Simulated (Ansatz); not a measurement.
The multiplicity is imposed and other spin states were not computed.

Computed with PBE-D3(BJ)/def2-SVP (Ansatz, a first-principles code). No frequencies were computed at this level.

Ansatz 0.2 input:
```yaml
crystal:
  periodic: [false, false, false]
  atoms:
    - { symbol: Ti, position_ang: [-0.070784, -0.031795, -0.05307] }
    - { symbol: F, position_ang: [0.447621, 0.243076, -1.638413] }
    - { symbol: F, position_ang: [-1.39367, 0.909111, 0.418395] }
    - { symbol: F, position_ang: [-0.196194, -1.665275, 0.363613] }
    - { symbol: Br, position_ang: [1.67314, 0.75157, 1.254454] }
basis:
  gaussian: { orbitals: def2-svp }
hamiltonian:
  xc: pbe
  dispersion: d3bj
relax:
  max_steps: 150
```

Output:

```
Functional definition: PBE
1169 factors; their error is unknown
mean field evaluation 1: about -101273.6319 eV, gradient 5.6e1 eV
mean field evaluation 2: about -101166.3933 eV, gradient 2.9e2 eV
mean field evaluation 4: about -101274.0596 eV, gradient 4.3e1 eV
mean field evaluation 8: about -101278.3633 eV, gradient 9.4e-2 eV
mean field evaluation 16: about -101278.2786 eV, gradient 2.6e-5 eV
mean field -101278.27857904 eV, -3721.9080888970 hartree, gradient 2.5e-5 eV, S^2 0.000000; 0 other end points of the search recorded, 0 dependent functions left out
reference -101278.27867752 eV, -3721.9080925159 hartree; 42, 42 occupied and 63, 63 virtual orbitals, 1169 factors
relax step   1: F+E_penalty+E_count = -101278.38333847 eV  Δ(F+E_penalty+E_count) = +0.000e0 eV  max|allowed force component| = 2.037e0 eV/Å  Δτ_max = 0.0000 Å  (29 SCF iters, accepted)
these checks for a lower state are left out or cut short: starts, cluster_reference, orbital_swaps, neighbouring_geometries, increment
1169 factors; their error is unknown
mean field -101278.52947286 eV, -3721.9173090748 hartree, gradient 1.7e-5 eV, S^2 0.000000; 0 other end points of the search recorded, 0 dependent functions left out
reference -101278.52957016 eV, -3721.9173126505 hartree; 42, 42 occupied and 63, 63 virtual orbitals, 1169 factors
relax step   2: F+E_penalty+E_count = -101278.63113238 eV  Δ(F+E_penalty+E_count) = -2.478e-1 eV  max|allowed force component| = 3.280e-1 eV/Å  Δτ_max = 0.1456 Å  (35 SCF iters, accepted)
these checks for a lower state are left out or cut short: starts, cluster_reference, orbital_swaps, neighbouring_geometries, increment
1169 factors; their error is unknown
mean field evaluation 32: about -101278.5334 eV, gradient 1.3e-4 eV
mean field -101278.53338464 eV, -3721.9174528299 hartree, gradient 1.1e-5 eV, S^2 0.000000; 0 other end points of the search recorded, 0 dependent functions left out
reference -101278.53348166 eV, -3721.9174563954 hartree; 42, 42 occupied and 63, 63 virtual orbitals, 1169 factors
relax step   3: F+E_penalty+E_count = -101278.63507873 eV  Δ(F+E_penalty+E_count) = -3.946e-3 eV  max|allowed force component| = 5.099e-2 eV/Å  Δτ_max = 0.0080 Å  (31 SCF iters, accepted)
these checks for a lower state are left out or cut short: starts, cluster_reference, orbital_swaps, neighbouring_geometries, increment
1169 factors; their error is unknown
mean field -101278.53360119 eV, -3721.9174607881 hartree, gradient 1.0e-5 eV, S^2 0.000000; 0 other end points of the search recorded, 0 dependent functions left out
reference -101278.53369816 eV, -3721.9174643514 hartree; 42, 42 occupied and 63, 63 virtual orbitals, 1169 factors
relax step   4: F+E_penalty+E_count = -101278.63530066 eV  Δ(F+E_penalty+E_count) = -2.219e-4 eV  max|allowed force component| = 3.948e-3 eV/Å  Δτ_max = 0.0041 Å  (31 SCF iters, accepted)
1169 factors; their error is unknown
mean field evaluation 64: about -101278.5336 eV, gradient 3.2e-5 eV
mean field -101278.53360119 eV, -3721.9174607881 hartree, gradient 1.0e-5 eV, S^2 0.000000; 1 other end points of the search recorded, 0 dependent functions left out
reference -101278.53369816 eV, -3721.9174643514 hartree; 42, 42 occupied and 63, 63 virtual orbitals, 1169 factors
Total energy: -101278.63539763 eV, -3721.9212017381 hartree
Atom 0 at     0.006623     0.002972     0.004968 Å, force     0.000831     0.000065     0.000723 eV/Å
Atom 1 at     0.385070     0.214877    -1.679243 Å, force     0.000212     0.000209    -0.003948 eV/Å
Atom 2 at    -1.450552     0.878862     0.371233 Å, force    -0.003611     0.001592     0.000322 eV/Å
Atom 3 at    -0.256735    -1.687651     0.316662 Å, force    -0.001201    -0.003666     0.000112 eV/Å
Atom 4 at     1.775707     0.797628     1.331359 Å, force     0.003769     0.001800     0.002792 eV/Å
Dipole moment:     0.008013     0.003596     0.006009 e Å
```

Cost: very roughly 21 core-seconds.
